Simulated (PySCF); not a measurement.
C₃H₄FNSi, SMILES F[Si@H]1C=CC=N1. Geometry optimised at PBE-D3(BJ)/def2-SVP. The structure was generated by enumeration; whether it is a known compound was not checked.

Computed equilibrium geometry at PBE-D3(BJ)/def2-SVP (PySCF confirms it by a frequency run) as a Z-matrix:
```
C
C 1 1.3574
H 1 1.0991 2 123.21
H 2 1.1041 1 125.25 3 0.53
C 2 1.5105 4 120.49 1 -179.83
N 5 1.2909 2 120.84 4 179.69
H 5 1.1139 6 120.72 2 179.96
Si 6 1.7883 5 105.12 7 -177.32
F 8 1.6356 6 111.61 5 -122.55
H 8 1.4964 9 107.42 6 122.54
```
